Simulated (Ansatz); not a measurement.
Program: Ansatz. Geometries: PBE0-D4/def2-TZVP. ΔE: electronic, gas phase. CCSD(T)/CBS adds triple-zeta CCSD(T) − MP2 to the extrapolated MP2 energy (def2 sets, frozen cores). This one scheme is used for every species. Functionals use def2-TZVPP. HSE06 is defined as in plane-wave codes. def2 core potentials past Kr. For Sn outer-core shells are correlated without core-valence functions, which leaves a few kJ/mol of doubt a bond. Each species was taken in one conformer, which may not be the lowest.

Reaction (substitution at a C–C bond): `C=C[CH2][SnH3]` + HCl → `Cl[CH2][SnH3]` + `C=C`

Q: Is it downhill or uphill in electronic energy at CCSD(T)/CBS, and by how much? (Estimate.)

A: Ansatz gave: Uphill: ΔE = +46.7 kJ/mol.

Q: What do these levels give: HSE06-D4, BHLYP, HF/def2-TZVPP, SCS-MP2/def2-TZVPP, MP2/def2-QZVPP, MP2/CBS(def2)? (Best estimate.)

A: Ansatz gave: HSE06-D4 49.4, BHLYP 42.1, HF/def2-TZVPP 37.3, SCS-MP2/def2-TZVPP 48.1, MP2/def2-QZVPP 52.3, MP2/CBS(def2) 51.3 kJ/mol.

Largest T1 diagnostic among the species: 0.012.

In def2-TZVPP, CCSD(T) changes the Hartree–Fock value by +12.0 kJ/mol (the triples alone add +0.7 kJ/mol) and MP2 by +16.6 kJ/mol. The D4 term adds +4.9 kJ/mol with B3LYP and +3.0 kJ/mol with PBE0; it sums over pairs of atoms, weighted by their polarisabilities, and B3LYP, whose exchange is more repulsive, gets the larger term. Leaving LDA and LC-ωPBE aside and taking each functional with its dispersion term where it has one, the values, not all of them listed here, spread over 6.8 kJ/mol, from ωB97X-V to PBE-QIDH. LDA lies +12.5 kJ/mol from PBE without D4.

B3LYP here is the variant with VWN-RPA as its local correlation; programs differ in this.
